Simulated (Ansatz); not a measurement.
```xyz
6

C     0.0000    0.0000   -0.7185
C     0.0000    0.0000    0.7185
H     0.0000   -1.0056   -1.3395
H     0.0000    1.0056   -1.3395
H     0.0000   -1.0056    1.3395
H     0.0000    1.0056    1.3395
```

Basis set: 6-31G* (spherical functions). Left uncorrelated: 2 orbitals. Charge 0, multiplicity 1.

Computed with Ansatz (development build ahead of 0.2.0); each method stands on the lowest determinant of its kind that the runs found. Restricted open shells among the atoms or ions are ROHF, correlated in semicanonical orbitals with singles.

(1) Give the atomization energy at this shape (free ground-state atoms in the same class of orbitals less the molecule, no zero-point energy) of singlet C₂H₄ by RHF-MP2, RHF.

Results:

(1)

```csv
method,atomization energy
RHF-MP2,499.32 kcal/mol
RHF,402.26 kcal/mol
```

Caution: no unrestricted run beside it, a lower state can exist; the shape is not the minimum.
